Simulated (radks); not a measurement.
Numerical settings for the gadolinium ion Gd16+, [Kr] 4d10 4f2. Calculated with a radial shooting solver on a logarithmic mesh with Libxc functionals: scalar-relativistic Kohn-Sham, PBEsol, spin-polarised, spherical densities, finite nucleus; open shells are filled with parallel spins first (spin-orbit coupling, left out, can overturn this in heavy ions); Fermi nuclear charge, rms radius 5.1569 fm. The defaults (mesh step 0.008 in ln r, mesh end at 40 bohr or more with all orbitals vanishing there, Anderson mixing 0.5 over 9 steps, residual threshold near 1e-9 with the energy settled to 1e-9 hartree or 1e-11 of itself, here a cap of 71 iterations) give E = -11184.1228 hartree and 4f at -332.39 eV in 15 iterations. Run on one thread of a shared host, so times are rough (Intel(R) Xeon(R) 6975P-C): 0.16 s of CPU time, 0.16 s wall, 15 iterations on 2189 mesh points. Changes against that run (0 stands for a change within the tolerance of the run):

setting                    iterations  converged  E (mhartree)  e(4f) (meV)  CPU (s)
mesh step in ln r 0.03             15        yes      +0.00296     -0.00298     0.05
mesh step in ln r 0.012            15        yes             0            0     0.11
mesh step in ln r 0.003            15        yes             0            0      0.4
mesh end (bohr) 400                15        yes             0            0     0.16
mesh end (bohr) 8                  15        yes             0            0     0.15
residual threshold 0.1             10        yes             0       +0.221     0.12
residual threshold 0.01            10        yes             0       +0.221     0.12
mixing 0.05                        20        yes             0            0      0.2
linear mixing, mixing 0.5          31        yes             0            0     0.28
linear mixing, mixing 0.2          71         no             0      -0.0135     0.64
mixing history 2                   17        yes             0            0     0.17
iteration cap 3                     3         no          +175    -2.15e+03     0.05

No run marked as converged misses the energy by more than 1 mhartree. A mesh that ends early acts as a hard wall.
